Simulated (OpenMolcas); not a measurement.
# Lines of Ni2+: computed and rescaled rates

```
Program             : OpenMolcas 26.06
Method              : MS-CASPT2, IPEA 0.25 Eh, imaginary shift 0.1 Eh (closed shells correlated: 3s 3p)
Basis               : ANO-R3 [7s5p5d3f2g1h]
Scalar Hamiltonian  : X2C, finite nucleus
Active space        : 8 electrons in 6 orbitals (3d 4s)
State averaging     : 2S+1 = 3 even, 55 roots; 2S+1 = 5 even, 10 roots kept (CI in the orbitals of an earlier block); 2S+1 = 1 even, 50 roots kept (CI in the orbitals of an earlier block)
Spin-orbit coupling : RASSI with atomic mean-field integrals over the reference wave functions, term energies averaged over their components
```

Rates come from the transition moments of the reference wave functions (E1 and E2 in the length form). At fixed line strength A goes as λ^-3 for E1 and M1 and as λ^-5 for E2, so a rate at the computed wavelength can be rescaled to the measured one. Measured vacuum wavelengths follow from level energies in Corliss and Sugar, J. Phys. Chem. Ref. Data 10, 197 (1981). Branching counts decays inside the model space alone, at computed energies, and the table is only a selection of the E2 and M1 lines, drawn from those between levels with measured partners whose computed energy lies within a factor of 1.5 of the measured one.

```csv
Upper,Lower,Type,λ computed (nm),λ measured (nm),A computed (s-1),A rescaled (s-1),Branching %
3d⁸ ³F₂,3d⁸ ³F₃,M1,10370,11000,3.21e-02,2.69e-02,100.0
3d⁸ ³F₃,3d⁸ ³F₄,M1,6847,7349,8.13e-02,6.58e-02,100.0
3d⁸ ³P₂,3d⁸ ¹D₂,M1,2810,3802,1.57e-01,,52.3
3d⁸ ³P₁,3d⁸ ¹D₂,M1,2536,3394,1.30e-01,,70.9
3d⁸ ¹D₂,3d⁸ ³F₃,M1,851.5,789.2,5.72e-01,,70.7
3d⁸ ³P₀,3d⁸ ³F₂,E2,667.1,668.4,4.31e-02,4.27e-02,97.6
3d⁸ ¹G₄,3d⁸ ³F₄,M1,440.1,432.7,3.98e-01,,66.9
3d⁸ ¹S₀,3d⁸ ¹D₂,E2,262.1,259.7,9.89e+00,1.04e+01,59.2
3d⁷ 4s ⁵F₂,3d⁸ ³F₂,E2,196,186.3,8.76e-02,,78.0
3d⁷ 4s ⁵F₅,3d⁸ ³F₄,E2,194.9,186.2,4.09e-02,,92.8
3d⁷ 4s ⁵F₁,3d⁸ ³F₂,E2,194.7,185.1,2.42e-02,,52.7
3d⁷ 4s ⁵F₃,3d⁸ ³F₃,E2,194.3,185,1.46e-01,,68.0
3d⁷ 4s ⁵F₄,3d⁸ ³F₄,E2,191.5,183,2.51e-01,,84.1
3d⁷ 4s ³P₀(2) [58 %],3d⁸ ³P₂,E2,169,161.3,6.02e+01,7.60e+01,75.6
3d⁷ 4s ¹H₅,3d⁸ ¹G₄,E2,164.8,159.4,1.04e+02,1.23e+02,96.2
3d⁷ 4s ¹G₄,3d⁸ ¹D₂,E2,158.5,153.3,4.94e+01,5.84e+01,52.2
3d⁷ 4s ⁵P₂,3d⁸ ³F₄,E2,144.2,140.1,7.91e-01,,51.4
3d⁷ 4s ¹D₂,3d⁸ ¹D₂,E2,141.4,137.7,1.60e+02,1.83e+02,84.5
3d⁷ 4s ³G₃,3d⁸ ³F₂,E2,140.9,135.2,6.20e+01,7.62e+01,78.2
3d⁷ 4s ³G₄,3d⁸ ³F₃,E2,140.1,134.6,6.39e+01,7.81e+01,78.4
3d⁷ 4s ³G₅,3d⁸ ³F₄,E2,138.2,133.1,8.18e+01,9.87e+01,94.7
3d⁷ 4s ³P₀(1) [58 %],3d⁸ ³F₂,E2,132.6,127.6,2.38e+02,2.88e+02,92.2
3d⁷ 4s ³H₄,3d⁸ ³F₂,E2,128.1,124.1,1.06e+02,1.24e+02,85.8
3d⁷ 4s ³H₅,3d⁸ ³F₃,E2,127.5,123.7,1.21e+02,1.41e+02,93.8
3d⁷ 4s ³H₆,3d⁸ ³F₄,E2,125.9,122.4,1.38e+02,1.59e+02,99.9
```

Spin-changing lines and M1 lines between different terms are not rescaled, since their strength hangs on the term gaps too.

The largest correction is for 3d⁷ 4s ³P₀(2) [58 %] → 3d⁸ ³P₂ (E2): 6.02e+01 × (169 / 161.3)^5 = 7.60e+01 s-1, a factor of 1.26.

The computed rate and branching of 3d⁸ ³F₃ → 3d⁸ ³F₄ give the upper level a radiative lifetime of 1.000 / 8.13e-02 s-1 = 1.23e+01 s, counting decays inside the model space alone. The rescaled rate gives about 1.5e+01 s.

The computed order of these levels differs from the measured one in 1 place, and where term gaps are wrong the rates of spin-changing lines can be off by large factors.

These are rates of the free ion; in crystals, glasses and complexes forced electric-dipole and non-radiative decay shorten such lifetimes by orders of magnitude. No measured rate stands beside these. Rescaling mends the energy factor alone: line strengths can still be far off where a level mixes with configurations outside the active space, and weak or spin-changing lines hang on small mixing coefficients that depend on the term gaps too, so rescaling need not improve them.

CASPT2 does not keep the components of a term degenerate, so their means are used; among the terms shown or strongly mixed into the levels shown the widest spread is 2700 cm-1 (3d⁸ ¹G). Some levels mix across a computed gap that differs much from the measured one, so their mixing is not that of the real levels. Terms from blocks run as CI alone lack orbitals of their own. A single d shell beside an s shell can misplace configurations of different d count against each other. The CASPT2 spread within a term exceeds the gap to the next term for 3d⁷ 4s ³P(2) and 3d⁷ 4s ¹G, 3d⁷ 4s ¹G and 3d⁷ 4s ³P(1), 3d⁷ 4s ¹H and 3d⁷ 4s ¹D, so the order of their levels is uncertain. Measured partners are found by configuration, term and J. A level has none where our copy of the source lacks it or the pairing is in doubt (some pairs that miss far off the trend of their configuration count as doubtful). Only configurations of the active space appear.

A share in square brackets marks a mixed level and gives the weight of the term that names it. A number in round brackets counts repeated terms of one configuration in the order of the reference energies.
